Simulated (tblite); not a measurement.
A geometry optimisation, step by step.

C7H13BO2.
Atom-mapped SMILES: `[CH3:1][B:2]([CH3:3])[C@@H:4]1[CH2:5][CH2:6][O:7][C:8](=[O:9])[CH2:10]1` (hydrogens: H11, H12, H13 on C1; H14, H15, H16 on C3; H17 on C4; H18, H19 on C5; H20, H21 on C6; H22, H23 on C10)

Computed with GFN2-xTB (tblite), gas phase: L-BFGS steps from a force-field or distance-geometry start until the largest atomic force falls under 0.01 eV/Å. 3 of its 154 geometries are shown.

Step 0: E = -842.2661 eV, largest atomic force 3.954 eV/Å
```
atom  x, y, z in Å  |  force x, y, z in eV/Å
C1      2.305    1.031   -0.231   -0.355  -0.317   0.535
B2      1.342   -0.207   -0.020    0.843  -0.393  -0.294
C3      1.897   -1.615   -0.488   -0.873  -0.049  -0.059
C4     -0.113   -0.032    0.579    1.044  -1.053   1.037
C5     -1.095   -0.964   -0.119    0.583  -0.371  -0.381
C6     -2.483   -0.747    0.421   -0.287  -0.363  -0.134
O7     -2.837    0.631    0.395    0.617   1.245  -0.577
C8     -1.904    1.577   -0.009   -1.462   2.118  -2.108
O9     -2.199    2.558   -0.741    0.034  -3.094   2.461
C10    -0.497    1.417    0.427    0.167   0.613   0.329
H11     2.077    1.528   -1.193    0.336  -0.012   0.727
H12     2.201    1.694    0.645    0.198   0.170  -0.789
H13     3.321    0.653   -0.247    0.199   0.361  -0.217
H14     2.897   -1.544   -0.957   -0.692  -0.437   0.423
H15     1.150   -2.021   -1.216    0.917   0.052   0.422
H16     1.863   -2.291    0.392    0.400   0.162  -0.744
H17    -0.109   -0.338    1.658   -0.026   0.264  -0.534
H18    -0.761   -2.027   -0.009   -0.473   0.850  -0.051
H19    -1.091   -0.695   -1.190   -0.062  -0.237   0.243
H20    -3.172   -1.245   -0.282   -0.248   0.061   0.308
H21    -2.624   -1.209    1.426    0.103   0.640  -0.398
H22    -0.361    2.010    1.360   -0.139  -0.428  -0.428
H23     0.189    1.860   -0.316   -0.822   0.221   0.228
```

Step 76: E = -843.1308 eV, largest atomic force 0.072 eV/Å
```
atom  x, y, z in Å  |  force x, y, z in eV/Å
C1      2.454    0.969   -0.002   -0.037  -0.013   0.022
B2      1.439   -0.233   -0.049   -0.029  -0.011  -0.001
C3      1.925   -1.656   -0.521   -0.027   0.021   0.006
C4     -0.086   -0.018    0.381    0.039  -0.020  -0.003
C5     -1.119   -0.971   -0.232    0.020   0.026   0.018
C6     -2.441   -0.737    0.482    0.001  -0.021  -0.016
O7     -2.937    0.576    0.265    0.029  -0.035   0.036
C8     -2.104    1.613    0.119   -0.049   0.005  -0.027
O9     -2.576    2.703   -0.073   -0.003   0.031   0.048
C10    -0.600    1.411    0.148    0.022  -0.028  -0.023
H11     2.480    1.432   -0.989   -0.001   0.008  -0.023
H12     2.190    1.759    0.697    0.004  -0.013   0.004
H13     3.474    0.657    0.208    0.009  -0.001   0.007
H14     2.997   -1.723   -0.688   -0.002   0.012  -0.008
H15     1.432   -1.929   -1.454    0.008  -0.022   0.003
H16     1.657   -2.430    0.196   -0.016  -0.009  -0.007
H17    -0.103   -0.208    1.465    0.039   0.025   0.005
H18    -0.828   -2.016   -0.131    0.005   0.058   0.043
H19    -1.248   -0.744   -1.294    0.035  -0.051   0.016
H20    -3.224   -1.407    0.117   -0.049   0.022  -0.033
H21    -2.330   -0.895    1.565    0.014  -0.011  -0.040
H22    -0.203    2.100    0.895   -0.025   0.001  -0.007
H23    -0.254    1.775   -0.823    0.013   0.027  -0.020
```

Step 153: E = -843.1553 eV, largest atomic force 0.008 eV/Å
```
atom  x, y, z in Å  |  force x, y, z in eV/Å
C1      2.473    0.955    0.120    0.001   0.000  -0.006
B2      1.442   -0.223   -0.043   -0.005  -0.002   0.004
C3      1.904   -1.632   -0.573    0.002  -0.002   0.001
C4     -0.085    0.017    0.353   -0.001   0.000   0.003
C5     -1.098   -0.996   -0.191    0.006   0.000   0.002
C6     -2.446   -0.744    0.465    0.004   0.001  -0.004
O7     -2.911    0.595    0.347   -0.001  -0.002  -0.002
C8     -2.087    1.637    0.203   -0.003   0.003  -0.002
O9     -2.554    2.746    0.221   -0.002   0.001  -0.006
C10    -0.607    1.405   -0.037   -0.003   0.001   0.004
H11     2.467    1.545   -0.798    0.002   0.004   0.000
H12     2.233    1.645    0.925    0.001  -0.008  -0.002
H13     3.497    0.618    0.257    0.003  -0.006   0.004
H14     2.958   -1.679   -0.835    0.002   0.002  -0.004
H15     1.331   -1.939   -1.446    0.007   0.001  -0.001
H16     1.725   -2.398    0.181    0.004   0.002  -0.004
H17    -0.120   -0.051    1.451    0.002   0.007   0.003
H18    -0.795   -2.019    0.028   -0.003   0.000  -0.002
H19    -1.185   -0.884   -1.274    0.000  -0.003   0.007
H20    -3.232   -1.360    0.017   -0.006   0.003   0.003
H21    -2.390   -0.980    1.536   -0.004  -0.002   0.002
H22    -0.073    2.201    0.484    0.000  -0.002   0.002
H23    -0.452    1.568   -1.108   -0.007   0.002   0.000
```

Question: Summarise the path.

Answer: The energy falls by 0.8892 eV from step 0 to step 153; nine tenths of that is first reached at step 19. It falls at every step. The largest force goes from 3.954 to 0.008 eV/Å. Among the bonds C8=O9 changes most, from 1.259 to 1.203 Å; the atoms move by 0.463 Å rms after alignment.

Question: Follow the three bonds and two angles with the largest change from start to end.

Answer: 
```
step  E above end (eV)  largest force (eV/Å)  C8=O9 (Å)  O7–C8 (Å)  C8–C10 (Å)  H11–C1–H12 (°)  H14–C3–H16 (°)
   0            0.8892                 3.954      1.259      1.389       1.482           113.6           113.7
   7            0.2616                 0.666      1.197      1.341       1.510           103.8           106.5
  13            0.1522                 0.228      1.204      1.340       1.518           106.2           107.3
  20            0.0809                 0.174      1.204      1.338       1.518           106.3           106.7
  27            0.0589                 0.072      1.204      1.337       1.518           106.1           107.1
  33            0.0555                 0.050      1.204      1.337       1.517           106.2           107.1
  40            0.0534                 0.036      1.204      1.336       1.518           106.4           107.4
  47            0.0509                 0.046      1.204      1.337       1.518           105.9           107.1
  53            0.0479                 0.083      1.203      1.337       1.516           106.0           107.3
  60            0.0422                 0.075      1.205      1.336       1.518           106.2           107.2
  67            0.0351                 0.083      1.204      1.337       1.518           106.4           107.6
  73            0.0278                 0.124      1.203      1.337       1.520           106.2           107.5
  80            0.0198                 0.115      1.205      1.337       1.521           106.3           107.4
  86            0.0093                 0.051      1.203      1.336       1.519           106.4           107.6
  93            0.0064                 0.034      1.204      1.337       1.518           106.4           107.7
 100            0.0052                 0.021      1.204      1.336       1.518           106.6           107.6
 106            0.0046                 0.022      1.204      1.336       1.517           106.4           107.7
 113            0.0036                 0.022      1.204      1.337       1.517           106.5           107.5
 120            0.0032                 0.021      1.203      1.337       1.517           106.4           107.5
 126            0.0027                 0.017      1.204      1.336       1.517           106.5           107.6
 133            0.0021                 0.027      1.204      1.336       1.517           106.3           107.5
 140            0.0013                 0.055      1.203      1.337       1.517           106.2           107.2
 146            0.0002                 0.016      1.203      1.337       1.517           106.1           107.3
 153            0.0000                 0.008      1.203      1.337       1.517           106.1           107.2
```

What follows is the cost of the whole relaxation. The run took 1.0 s wall on one thread, Arm Neoverse V2 (aarch64), no GPU (shared host).
